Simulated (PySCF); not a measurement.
Compound: C2H4Ge.
Cartesian coordinates in Å at the PBE0-D3(BJ)/def2-SVP level; atoms count from 1:
```xyz
7
C2H4Ge angstrom
C      2.015   -0.102   -0.064
C      0.801   -0.043   -0.029
Ge    -1.097    0.048    0.025
H      3.089   -0.147   -0.097
H     -1.671   -1.013   -0.926
H     -1.536    1.450   -0.421
H     -1.566   -0.222    1.462
```

Theory: PySCF, PBE0-D3(BJ)/def2-SVP geometry optimisation, gas phase.

Take the most abundant isotopes and a rigid rotor. 

Q: Give the principal moments of inertia and the rotational constants in MHz.

A: Ia = 6.39, Ib = 142.72, Ic = 142.72 u·Å²; 505379 MHz·u·Å²/I gives A = 79081, B = 3541, C = 3541 MHz.

Q: What kind of rotor is it?

A: A prolate symmetric top, as the point group C3v requires two equal moments. Ray's parameter κ = (2B − A − C)/(A − C) = -1.000; −1 is the prolate and +1 the oblate limit.

The dipole components are |μa| = 0.01 D, |μb| = 0.00 D, |μc| = 0.00 D.

Stationary, but not proved a minimum. No vibrational averaging or centrifugal distortion is included, and the geometry carries the error of its method.

Hardware: an AMD EPYC 7571 with one thread, on a shared host. Cost: 25 s of wall time, 0.34 GiB resident at most. These figures are those of the optimisation.
